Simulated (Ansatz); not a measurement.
# Abstraction of H: SnH(NH2)3 + MgSH → Sn(NH2)3 + MgH(SH)

Gas-phase species: SnH(NH2)3, singlet; MgSH `[Mg][SH]`, doublet; Sn(NH2)3, doublet; MgH(SH), singlet. A radical takes H: the energy is the difference in strength between the Sn–H bond broken and the Mg–H bond made.

Shapes, held fixed at every level: PBE0-D4/def2-TZVP. Flexible molecules stand in one conformer, not always the lowest. Programs: Ansatz 0.2.0. Electronic energies: no zero-point or thermal term.

Question: Estimate ΔE of this reaction.

Answer: The highest level, CCSD(T)/def2-TZVPP, gives ΔE = +18.6 kJ/mol; the levels span -7.1 to +39.9. They disagree on the sign: 6 of 8 are positive. The column of differences is taken from that level and isn't an error. No measured value is set beside it here. Open shells run unrestricted. For atoms past krypton def2 sets carry core potentials with scalar relativity. Outer-core shells of Mg, Sn are correlated, in sets that cover them unevenly.

| level | kind | ΔE (kJ/mol) | less CCSD(T)/def2-TZVPP |
| --- | --- | --- | --- |
| HF/def2-TZVPP | Hartree–Fock | +39.9 | +21.3 |
| PBE-D4/def2-TZVPP | GGA | -7.1 | -25.7 |
| r2SCAN-D4/def2-TZVPP | meta-GGA | -3.2 | -21.8 |
| PBE0-D4/def2-TZVPP | global hybrid | +11.4 | -7.2 |
| wB97M-V/def2-TZVPP | range-separated hybrid | +1.4 | -17.2 |
| wB97X-V/def2-TZVPP | range-separated hybrid | +10.8 | -7.8 |
| CCSD/def2-TZVPP | coupled cluster or CI | +21.2 | +2.6 |
| CCSD(T)/def2-TZVPP | coupled cluster or CI | +18.6 | 0.0 |
